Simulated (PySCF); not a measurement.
hydrogen sulfide (H2S), SMILES S. Heavy atoms are numbered as in [SH2:1]. Hydrogens are named by the atom that carries them.

Geometry optimised at B3LYP-D3(BJ)/def2-TZVP.

The numbers are results of PySCF with KT2/pcSseg-1, not measurements.

GIAO shieldings, no solvent; atoms alike by connectivity are averaged. δ = σ(ref) − σ: ¹H against TMS (σ = 31.47 ppm), references at their B3LYP-D3(BJ)/def2-TZVP geometries, non-relativistic.

Computed chemical shifts:
```csv
nucleus,atoms,count,δ (ppm)
¹H,H on S1,2,0.80
```
